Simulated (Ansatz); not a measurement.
Born–Oppenheimer molecular dynamics of C₂H₃BF (7 atoms, charge 0, multiplicity 2). It starts at the highest image of a converged band, a first-order saddle point between two minima.

Computed with UKS PBE0/def2-SVP (Ansatz 0.2.0).

```yaml
ensemble: NVE (velocity Verlet)
time_step: 0.5 fs
steps_asked: 200
starting_velocities_drawn_for: 100 K
seed: 10865
```

First frame:

```xyz
7
Properties=species:S:1:pos:R:3
B -1.136 0.784 -0.654
C -0.165 0.007 -0.119
C 0.740 -0.919 0.425
F 0.710 -1.198 1.727
H -1.893 1.573 -1.113
H 0.182 1.162 -0.162
H 1.562 -1.409 -0.104
```

Q: How far do the bonds stretch over the last three quarters of this one trajectory? (Pairs bonded in most of those frames.)

A: 
```
 bond  mean (Å)  spread (Å)  shortest  longest
B1–C2     1.398       0.038      1.34     1.48
B1–H5     1.190       0.017      1.16     1.22
C2–C3     1.385       0.014      1.36     1.43
C2–H6     1.159       0.038      1.10     1.22
C3–F4     1.340       0.016      1.31     1.36
C3–H7     1.093       0.002      1.09     1.10
```

Mean temperature of the second half: 563 K. The conserved energy stayed within 0.036 meV per atom of its start (net change 0.0013 meV per atom), so the integration is sound. The kinetic energy rose, since the run started high on the potential surface and went downhill. A run of 0.1 ps of so small a system gives no equilibrium averages.

The run took 4.2 min on 2 threads of Intel(R) Xeon(R) Platinum 8488C (Sapphire Rapids), on a shared host, peak memory 0.18 GiB.
